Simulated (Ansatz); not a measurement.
`OC(F)([SiH3])Cl` and `N#CC(O)(F)[SiH3]` differ in one atom or group.

Ansatz, PBE0-D4/def2-TZVP geometries, multiplicity 1. Each molecule was computed in one conformer, which needn't be the lowest.

| property | `OC(F)([SiH3])Cl` |
| --- | --- |
| HOMO–LUMO gap (ωB97M-V/def2-TZVPP) / eV | 12.75 |
| LUMO energy (PBE0/def2-TZVPP) / eV | -0.10 |
| ideal-gas entropy at 298 K and 1 bar (rigid rotor, harmonic PBE0-D4/def2-TZVP) / J/(mol·K) | 338 |
| size of the dipole moment (B3LYP/def2-TZVPP) / D | 0.84 |
| HOMO–LUMO gap (PBE/def2-TZVPP) / eV | 6.31 |
| HOMO energy (PBE/def2-TZVPP) / eV | -7.40 |

(1) Give the same properties after the change, and the shifts. (Estimate.)

Answers

(1) The calculation gave: 
```csv
property,`N#CC(O)(F)[SiH3]`,shift
HOMO–LUMO gap (ωB97M-V/def2-TZVPP) / eV,12.83,0.08
LUMO energy (PBE0/def2-TZVPP) / eV,-0.72,-0.62
"ideal-gas entropy at 298 K and 1 bar (rigid rotor, harmonic PBE0-D4/def2-TZVP) / J/(mol·K)",350,12
size of the dipole moment (B3LYP/def2-TZVPP) / D,2.28,1.44
HOMO–LUMO gap (PBE/def2-TZVPP) / eV,6.20,-0.11
HOMO energy (PBE/def2-TZVPP) / eV,-7.91,-0.51
```

The zero-point energy changes by 20.7 kJ/mol with +3 modes. Dipoles are sizes alone; their direction can turn.

Positive LUMOs are unbound, so they and the gaps depend on the basis.

B3LYP here is the variant with VWN-RPA as its local correlation; programs differ in this.
